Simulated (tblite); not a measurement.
C4H3F5O.
Geometry (GFN2-xTB, Å), atoms numbered from 1 in this order:
```
atom  x, y, z in Å
F1     2.1199    0.9165    0.9735
C2     2.2641   -0.1572    0.1916
F3     3.5552   -0.4435    0.0476
C4     1.3144   -0.8767   -0.3870
O5    -0.0291   -0.7227   -0.3438
C6    -0.5510    0.3443    0.4130
C7    -2.0712    0.2786    0.2820
F8    -2.4770    0.4054   -0.9818
F9    -2.6438    1.2692    0.9801
F10   -2.5706   -0.8671    0.7467
H11    1.5995   -1.7224   -0.9942
H12   -0.2182    1.3192    0.0341
H13   -0.2965    0.2568    1.4772
```

Calculated harmonic vibrations of the isolated species, GFN2-xTB (tblite), most abundant isotopes, no scaling. The method is semi-empirical: single wavenumbers can be off by several per cent or more. One conformer, not necessarily the lowest.

Harmonic wavenumbers (cm⁻¹): 40.7, 43.2, 97.8, 109.1, 163.4, 267.3, 325.4, 336.8, 356.8, 427.8, 442.9, 476.8, 499.0, 572.9, 683.1, 805.5, 841.7, 883.6, 934.0, 1029.4, 1084.0, 1105.0, 1169.0, 1179.8, 1201.5, 1206.0, 1250.5, 1322.5, 1434.8, 1796.1, 2922.7, 2934.5, 3106.5.

A = 3255, B = 569.8, C = 531.2 MHz; mass 162.010 u (most abundant isotopes); point group Cs, symmetry number 1.

Task: Zero-point energy?

Result: Half the sum of the wavenumbers: 15525 cm⁻¹ = 185.72 kJ/mol.

Task: Entropy at 200 K, 1 bar (ideal gas, RRHO, classical rotation)?

Result: Translation 164.01, rotation 121.24, vibration 85.31: S = 370.6 J/(mol K).

Task: And Cp and H(200 K) − H(0)?

Result: Cp = 116.82 J/(mol K), of which vibrations give 83.57 (their classical limit is 33 R = 274.4); H(200 K) − H(0) = 15.45 kJ/mol without the zero-point energy, 8.80 from vibrations.

Task: Which modes carry the vibrational entropy at 200 K?

Result: 40.7 cm⁻¹: 18.56; 43.2 cm⁻¹: 18.06; 97.8 cm⁻¹: 11.41; 109.1 cm⁻¹: 10.54; 163.4 cm⁻¹: 7.43; 267.3 cm⁻¹: 4.05 J/(mol K); the other 27 give 15.25 together.

Task: How do the functions run with temperature in this model?

Result: 
```json
{"T (K)": "150", "S (J/(mol K))": "339.7", "Cp (J/(mol K))": "98.1", "H − H(0) (kJ/mol)": "10.07", "G − H(0) (kJ/mol)": "-40.89", "ln q(vib)": "3.63"}
{"T (K)": "250", "S (J/(mol K))": "398.5", "Cp (J/(mol K))": "134.3", "H − H(0) (kJ/mol)": "21.73", "G − H(0) (kJ/mol)": "-77.90", "ln q(vib)": "6.28"}
{"T (K)": "298.15", "S (J/(mol K))": "423.6", "Cp (J/(mol K))": "150.2", "H − H(0) (kJ/mol)": "28.59", "G − H(0) (kJ/mol)": "-97.70", "ln q(vib)": "7.51"}
{"T (K)": "400", "S (J/(mol K))": "472.0", "Cp (J/(mol K))": "179.8", "H − H(0) (kJ/mol)": "45.44", "G − H(0) (kJ/mol)": "-143.35", "ln q(vib)": "10.02"}
{"T (K)": "600", "S (J/(mol K))": "553.3", "Cp (J/(mol K))": "220.4", "H − H(0) (kJ/mol)": "85.81", "G − H(0) (kJ/mol)": "-246.15", "ln q(vib)": "14.64"}
{"T (K)": "900", "S (J/(mol K))": "649.7", "Cp (J/(mol K))": "253.7", "H − H(0) (kJ/mol)": "157.51", "G − H(0) (kJ/mol)": "-427.23", "ln q(vib)": "20.77"}
```

q(vib) and H(0) count from the zero-point level.

Task: Blend soft modes into free rotors: weight 1/[1 + (100 cm⁻¹/ν̃)⁴] for the oscillator and the rest for a rotor with moment μB/(μ + B), μ = h/(8π²ν), B = 10⁻⁴⁴ kg m². What vibrational entropy results?

Result: 76.17 J/(mol K) in place of 85.31, which changes −T·S at 200 K by +1.83 kJ/mol.

Task: What must be added to the electronic energy to get the Gibbs energy at 200 K and 1 bar?

Result: ZPE + [H(200 K) − H(0)] − T·S = 185.72 + 15.45 − 74.11 = 127.06 kJ/mol.

Hindered rotation and anharmonicity are outside this model. Other conformers, if any are populated, would add a mixing term that is left out.
